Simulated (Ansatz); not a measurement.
Ansatz (a quantum-chemistry and plane-wave program) input:

Ansatz 0.2 input:
```yaml
crystal:
  periodic: [false, false, false]
  atoms:
    - {symbol: Al, position_ang: [0.17390465, 0.26316123, -0.79189867]}
    - {symbol: O, position_ang: [-0.41373852, 1.78565541, -0.95206785]}
    - {symbol: Cl, position_ang: [0.06171458, -1.04154937, 1.05360150]}
basis:
  gaussian:
    orbitals: def2-TZVP
hamiltonian:
  xc: b3lyp
  dispersion: d3bj
total_charge: -1
magnetization: {spin_polarized: true, initial_magnetization: 1}
phonons: {temperatures: {t_min: 298.15, t_max: 298.15, t_step: 100}}
```

Question: Predict the final energy.

Answer: -778.06015 Eh (B3LYP-D3(BJ)/def2-TZVP). The basis has 105 functions.
